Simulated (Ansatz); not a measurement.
Cost and result for the atomization energy of GaH3O3, SMILES `[OH][Ga]([OH])[OH]` (7 atoms, 6 bonds).

```json
{"atom": "O1", "x (Å)": "0.662", "y (Å)": "1.430", "z (Å)": "-0.815"}
{"atom": "Ga2", "x (Å)": "0.000", "y (Å)": "0.000", "z (Å)": "0.000"}
{"atom": "O3", "x (Å)": "0.778", "y (Å)": "-1.581", "z (Å)": "-0.211"}
{"atom": "O4", "x (Å)": "-1.439", "y (Å)": "0.150", "z (Å)": "1.026"}
{"atom": "H5", "x (Å)": "1.439", "y (Å)": "1.238", "z (Å)": "-1.344"}
{"atom": "H6", "x (Å)": "0.340", "y (Å)": "-2.285", "z (Å)": "0.272"}
{"atom": "H7", "x (Å)": "-1.779", "y (Å)": "1.047", "z (Å)": "1.071"}
```

The species carries charge 0 and has multiplicity 1. Correlated methods include outer-core shells of Ga, which these sets cover unevenly. Scalar relativity is left out up to krypton. The geometry is a stationary point of PBE0-D4/def2-TZVP. It is one conformer, not always the lowest. Program: Ansatz. Hardware: A = 2 threads of an AMD EPYC 7R13 on a shared host; B = 2 threads of an AMD EPYC 7R13 on a shared host and a share of an NVIDIA H100 80 GB. Times are those of one run each, without the atoms' runs, and a repeat can differ threefold. Electronic energies, without spin–orbit coupling; frozen cores. CCSD(T)/CBS adds CCSD(T) − MP2 in def2-TZVPP to the MP2 limit, and its time is that of the two runs behind it. T1 = 0.014. With those shells the extrapolation isn't a true limit.

CCSD(T)/CBS is a level of theory with its own doubt, some kJ/mol a heavy atom from the limit and from the frozen cores, so smaller differences don't rank the functionals.

```tsv
level	functions	wall time	atomization (kcal/mol)	difference from CCSD(T)/CBS	per bond
LDA (SPW92)/def2-TZVPP [A]	183	1.1 s	700.1	97.1	16.2
BLYP-D4/def2-TZVPP [A]	183	1.6 s	592.1	-10.9	-1.8
PBE0-D4/def2-TZVPP [A]	183	2.3 s	583.7	-19.3	-3.2
BHLYP-D4/def2-TZVPP [A]	183	2.5 s	556.2	-46.8	-7.8
r2SCANh-D4/def2-TZVPP [A]	183	3.6 s	588.2	-14.8	-2.5
CCSD(T)/def2-SVP [A]	89	3.7 s	551.9	-51.1	-8.5
CCSD(T)/def2-TZVPP [B]	183	3.9 s	585.2	-17.8	-3.0
PBE-QIDH/def2-TZVPP [A]	183	4.2 s	586.7	-16.3	-2.7
ωB97X-V/def2-TZVPP [A]	183	5.5 s	595.2	-7.8	-1.3
B97M-V/def2-TZVPP [A]	183	6 s	589.9	-13.1	-2.2
ωB97M-V/def2-TZVPP (with forces) [A]	183	7.5 s	593.3	-9.7	-1.6
CCSD(T)/def2-QZVPP [B]	350	11 s	597.3	-5.7	-0.9
CCSD(T)/CBS(def2)	–	15 s	603.0	0.0	0.0
```

The D4 term adds +4.1 kcal/mol with B3LYP and +2.1 kcal/mol with PBE0; it sums over pairs of atoms, weighted by their polarisabilities, and B3LYP, whose exchange is more repulsive, gets the larger term. From PBE to PBE0 (25 % exact exchange), in def2-TZVPP and without D4, the atomization energy moves by −21.3 kcal/mol: exact exchange takes away binding that semilocal exchange gives to molecules. At CCSD(T), def2-SVP lies −51.1 kcal/mol from the extrapolated value and def2-TZVPP −17.8 kcal/mol: correlation converges slowly with the basis, and small sets miss more of it in the bonded molecule than in its fragments.

B3LYP here is the variant with VWN-RPA as its local correlation; programs differ in this.
